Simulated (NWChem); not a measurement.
System: sulfur tetrafluoride (SF4); SMILES FS(F)(F)F

Results from NWChem. Structure relaxed at the PBE0/def2-SVP level. Total energies compare along this basis series because the functional is fixed.

```
level              basis functions  energy (Ha)  highest occupied level (eV)  orbital gap (eV)  dipole (D)
-----------------  ---------------  -----------  ---------------------------  ----------------  ----------
B3LYP/3-21G                     49    -793.2378                        -8.56              6.82        1.16
B3LYP/pcseg-1                   74    -797.3897                        -9.79              7.25        0.98
B3LYP/aug-pcseg-1              119    -797.4192                        -9.94                 …        0.80
B3LYP/pcseg-2                  154    -797.7251                        -9.90              7.24        0.92
B3LYP/def2-TZVPP               166    -797.7253                        -9.78              7.23        0.84
```

Q: Some entries are withheld; supply them.

A: 
- B3LYP/aug-pcseg-1, orbital gap (eV): 7.18
